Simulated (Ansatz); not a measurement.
ZnF₄⁻, that is [ZnF4]2- with one electron fewer. Charge -1, multiplicity 2. Geometry PBE0-D4/def2-SVPD, that of the charge -2 singlet; atoms count from 1.

Cartesian coordinates in Å:
```
Zn 0.000 0.000 0.000
F 0.699 1.424 -1.143
F 1.488 -1.001 0.779
F -1.109 -1.206 -1.066
F -1.078 0.783 1.430
```

Question: Estimate the Mulliken populations from the PBE0/def2-TZVPD orbitals of Ansatz.

Answer: 
```tsv
atom	charge (e)	spin (α − β)	d electrons
Zn1	0.99	0.00	9.94
F2	-0.50	0.25	–
F3	-0.50	0.25	–
F4	-0.50	0.25	–
F5	-0.50	0.25	–
```
Mulliken values and Mayer orders depend strongly on the basis. With diffuse functions, as here, like atoms can get unlike values, and bond orders can come out too low or too high.

Question: Where does the spin sit?

Answer: Summed by element: Zn 0.00, F 1.00, of 1 unpaired in all. Largest on single atoms: F4 0.25, F2 0.25, F3 0.25.

Question: And the Mayer bond orders between bonded heavy atoms (over 0.3)?

Answer: Zn1–F2 0.48 (1.96 Å); Zn1–F3 0.48 (1.96 Å); Zn1–F4 0.48 (1.96 Å); Zn1–F5 0.48 (1.96 Å).
